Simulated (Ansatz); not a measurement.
The cluster Nb3S4⁺, relaxed as a singlet with RKS B3LYP-D4/def2-SVP in Ansatz, starting from the GFN2-xTB geometry. Force threshold 0.02 eV/Å.

In the def2 sets Nb takes a core potential; there is no spin–orbit coupling. The restricted singlet is unstable towards broken spin symmetry at other levels; at B3LYP-D4/def2-SVP this wasn't settled. The relaxation made no stability test and no search for a lower SCF solution. No other spin state of charge 1 was run. Another isomer (singlet) lies 1.65 eV lower at PBE0-D4/def2-TZVP; other spin states weren't run for this one.

Start:

Cartesian coordinates in Å:
```
Nb 0.498 1.951 -0.183
Nb -1.609 0.741 1.280
Nb -0.183 -0.609 -1.567
S 1.353 -0.778 -3.189
S 0.507 -0.764 2.220
S -2.470 -0.941 0.019
S 1.904 0.400 1.420
```

(1) Estimate the energy that the relaxation releases and the steps that it takes.

(2) Does the start keep its bonding?

(3) Predict the relaxed structure.

Results:

(1) 156.2 kcal/mol, in 30 steps; 2.8 min on 4 threads of Arm Neoverse V2 on a shared host. No frequencies were taken in this run, so the end may be a saddle point.

(2) Bonds lost: S5–S7 (atoms count from 1). Bonds formed: Nb1–S4, Nb3–S5, Nb3–S7 (atoms count from 1).

(3) 
```xyz
7

Nb    0.866    1.680   -0.727
Nb   -1.685    0.265    1.091
Nb    0.309   -0.734   -0.138
S     0.502    0.302   -2.446
S    -0.246   -0.909    2.332
S    -2.156   -1.170   -0.554
S     2.410    0.566    0.441
```
Bond lengths (bridged metal pairs left out): 8 × Nb–S 2.23 to 2.54 Å; 1 × Nb–Nb 3.44 Å.
